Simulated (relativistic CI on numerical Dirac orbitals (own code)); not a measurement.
Energy levels of Pm XXVI

Calculated at this level of theory: Dirac-Coulomb-Breit CI, KLI orbitals optimised for each configuration, model QED, unscaled Slater integrals (own radial code, finite nucleus).

CI space (outside the closed core [Ar] 3d10): 4s²4p⁶, 4s²4p⁵4d, 4s4p⁶4d, 4s²4p⁵4f, 4s4p⁶4f, 4s²4p⁵5s, 4s²4p⁵5p, 4p⁶4d4f, 4p⁶4d², 4p⁵4d³, 4p⁵4d²4f, 4p⁵4d²5s, 4p⁵4d²5p, 4p⁶4f², 4p⁵4d4f², 4p⁵4f³, 4p⁵4f²5s, 4p⁵4f²5p. Double excitations out of closed p, d and f shells are left out; levels of such configurations are missing from the list, as are those of other unlisted configurations, and high levels can miss mixing partners.

| No. | Configuration | Term | J | E (eV) | % | Next component (%) |
| --- | --- | --- | --- | --- | --- | --- |
| 1 | 4s²4p⁶ | ¹S | 0 | 0.000 | 100 |  |
| 2 | 4s²4p⁵4d | ³P° | 0 | 103.422 | 100 |  |
| 3 | 4s²4p⁵4d | ³P° | 1 | 105.981 | 83 | 17 ³D° |
| 4 | 4s²4p⁵4d | ³F° | 3 | 108.933 | 63 | 28 ¹F° |
| 5 | 4s²4p⁵4d | ³D° | 2 | 109.814 | 51 | 25 ³P° |
| 6 | 4s²4p⁵4d | ³F° | 4 | 112.564 | 100 |  |
| 7 | 4s²4p⁵4d | ¹D° | 2 | 114.486 | 49 | 38 ³P° |
| 8 | 4s²4p⁵4d | ³D° | 3 | 118.793 | 66 | 33 ¹F° |
| 9 | 4s²4p⁵4d | ³D° | 1 | 127.551 | 68 | 17 ¹P° |
| 10 | 4s²4p⁵4d | ³F° | 2 | 139.138 | 67 | 27 ¹D° |
| 11 | 4s²4p⁵4d | ³D° | 2 | 146.192 | 44 | 36 ³P° |
| 12 | 4s²4p⁵4d | ¹F° | 3 | 147.858 | 39 | 36 ³F° |
| 13 | 4s²4p⁵4d | ¹P° | 1 | 160.494 | 83 | 14 ³D° |
| 14 | 4s4p⁶4d | ³D | 1 | 212.849 | 88 | 12 4s²4p⁵4f ³D |
| 15 | 4s4p⁶4d | ³D | 2 | 215.049 | 86 | 10 4s²4p⁵4f ³D |
| 16 | 4s4p⁶4d | ³D | 3 | 219.949 | 91 | 8 4s²4p⁵4f ³D |
| 17 | 4s4p⁶4d | ¹D | 2 | 229.770 | 95 | 3 ³D |
| 18 | 4s²4p⁵4f | ³G | 5 | 247.835 | 100 |  |
| 19 | 4s²4p⁵4f | ³G | 4 | 248.445 | 62 | 32 ¹G |
| 20 | 4s²4p⁵4f | ³D | 1 | 248.812 | 88 | 12 4s4p⁶4d ³D |
| 21 | 4s²4p⁵4f | ³D | 2 | 250.238 | 68 | 21 ³F |
| 22 | 4s²4p⁵4f | ³F | 3 | 250.959 | 42 | 31 ³G |
| 23 | 4s²4p⁵4f | ³D | 3 | 252.142 | 43 | 35 ¹F |
| 24 | 4s²4p⁵4f | ³F | 4 | 253.017 | 64 | 32 ¹G |
| 25 | 4s²4p⁵4f | ¹D | 2 | 256.449 | 55 | 38 ³F |
| 26 | 4s²4p⁵4f | ³G | 3 | 279.753 | 66 | 22 ¹F |
| 27 | 4s²4p⁵4f | ³D | 3 | 282.178 | 45 | 33 ³F |
| 28 | 4s²4p⁵4f | ¹G | 4 | 282.214 | 35 | 35 ³G |
| 29 | 4s²4p⁵4f | ¹D | 2 | 285.186 | 45 | 41 ³F |
| 30 | 4s²4p⁵5s | ³P° | 2 | 356.570 | 100 |  |
| 31 | 4s4p⁶4f | ³F° | 2 | 357.673 | 100 |  |
| 32 | 4s²4p⁵5s | ¹P° | 1 | 357.913 | 64 | 36 ³P° |
| 33 | 4s4p⁶4f | ³F° | 3 | 358.055 | 98 | 2 ¹F° |
| 34 | 4s4p⁶4f | ³F° | 4 | 358.751 | 100 |  |
| 35 | 4s4p⁶4f | ¹F° | 3 | 362.486 | 98 | 2 ³F° |
| 36 | 4s²4p⁵5p | ³S | 1 | 386.994 | 44 | 43 ³P |
| 37 | 4s²4p⁵5p | ³D | 2 | 387.870 | 52 | 34 ¹D |
| 38 | 4s²4p⁵5s | ³P° | 0 | 388.398 | 100 |  |
| 39 | 4s²4p⁵5s | ³P° | 1 | 389.110 | 64 | 36 ¹P° |
| 40 | 4s²4p⁵5p | ³D | 3 | 399.594 | 100 |  |
| 41 | 4s²4p⁵5p | ¹P | 1 | 399.723 | 55 | 30 ³S |
| 42 | 4s²4p⁵5p | ³P | 2 | 401.770 | 68 | 32 ¹D |
| 43 | 4s²4p⁵5p | ³P | 0 | 406.352 | 53 | 47 ¹S |
| 44 | 4s²4p⁵5p | ³D | 1 | 419.322 | 71 | 27 ¹P |
| 45 | 4s²4p⁵5p | ¹S | 0 | 424.710 | 53 | 47 ³P |

Energies count from the lowest computed level; ° marks odd parity.

The mean weight of the leading LS term, summed over parents, in these 45 levels is 71 %, and that of the leading jj configuration (from the same eigenvectors) 92 %, so jj coupling describes them better and the LS labels are nominal.

At this charge energies of transitions that change n are usually good to better than 1 %, and those within a shell (Δn = 0) to a few per cent.

LS names give the leading component of a level, which can be under half, so a name can repeat, a term be missing and a line seem to break the LS rules.
